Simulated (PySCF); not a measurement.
Computed IR spectrum (relative IR intensity) of a molecule C3H12N2Si. Geometry optimised at r2SCAN-D4/def2-SVP. The values are those of a single conformer. Calculation: r2SCAN-D4/def2-SVP (PySCF). Frequencies are harmonic and unscaled.

Lines under 2 % of the strongest are left out, and lines within 2 cm⁻¹ are merged.

ν (cm⁻¹): 294 (vw), 472 (m), 500 (m), 655 (m), 710 (vw), 770 (w), 792 (m), 822 (w), 918 (vs), 953 (m), 988 (m), 1083 (vw), 1090 (m), 1114 (w), 1155 (vs), 1172 (w), 1281 (w), 1360 (vw), 1385 (w), 1397 (m), 1419 (m), 1442 (vw), 1461 (vw), 1465 (vw), 1503 (vw), 2152 (vs), 2171 (s), 2973 (s), 2978 (m), 3024 (w), 3047 (m), 3067 (w), 3114 (w), 3119 (w), 3133 (w), 3573 (w), 3586 (w) (against the strongest line: vs over 80 %, s over 45 %, m over 15 %, w over 4 %, vw less)

Q: Pick the molecule that these values belong to.
A. CCNC[SiH2]N
B. C[C@@H](N)[Si@@H](C)N
C. CCN[SiH2]NC
D. CCC[SiH](N)N

A: C, CCN[SiH2]NC
